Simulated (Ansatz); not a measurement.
`C[SiH2][SiH2][SiH3]` + H₂O → `O[SiH2][SiH2][SiH3]` + CH₄ at 298.15 K and 1 bar (formal hydrolysis of the Si–C bond).

Calculated with Ansatz (gas phase, PBE0-D4/def2-TZVP geometries, no zero-point term in ΔE). CCSD(T)/CBS adds triple-zeta CCSD(T) − MP2 to the extrapolated MP2 energy (def2 sets, frozen cores). This one scheme is used for every species. Each species was taken in one conformer, which may not be the lowest.

```
              species  CCSD(T)/CBS energy (Eh)  H − E (kJ/mol)  S (J/(mol·K))
`C[SiH2][SiH2][SiH3]`               -911.30243           277.0          392.7
                  H₂O                -76.37941            66.4          188.7
`O[SiH2][SiH2][SiH3]`               -947.25128           216.8          386.1
                  CH₄                -40.46206           127.4          186.2
```

H − E and S are ideal-gas, rigid-rotor, harmonic terms from PBE0-D4/def2-TZVP, for one conformer and one mirror image of each species. 1 Eh = 2625.50 kJ/mol, R = 8.31446 J/(mol·K).

Q: By hand: ΔE, ΔH, ΔS and ΔG.

A: ΔE = (-947.25128) + (-40.46206) − (-911.30243) − (-76.37941) = -0.03150 Eh = -82.7 kJ/mol. Δ(H − E) = 216.8 + 127.4 − 277.0 − 66.4 = 0.8, so ΔH = -81.9 kJ/mol. ΔS = 386.1 + 186.2 − 392.7 − 188.7 = -9.1 J/(mol·K). ΔG = -81.9 − 298.15 × (-9.1)/1000 = -79.2 kJ/mol.

Q: By hand: the equilibrium constant, and the temperature at which ΔG would vanish if ΔH and ΔS stayed fixed.

A: log₁₀ K = −ΔG/(RT ln 10) = 13.9. ΔG = 0 at ΔH/ΔS = 9000 K, far beyond where these terms or the molecules hold.

The number of gas molecules stays the same, so ΔS is small and ΔH decides. A doubt of 5 kJ/mol in ΔE shifts log₁₀ K by 0.9 here. Other conformers and mirror images would add mixing entropy, several J/(mol·K) or more a flexible species. Modes under 60 cm⁻¹, often nearly free rotors, make the harmonic entropy too high. These are equilibria of isolated gas molecules and say nothing of rates. Largest T1 diagnostic: 0.013 (customary marks: 0.02 for closed shells, 0.045 for open ones).
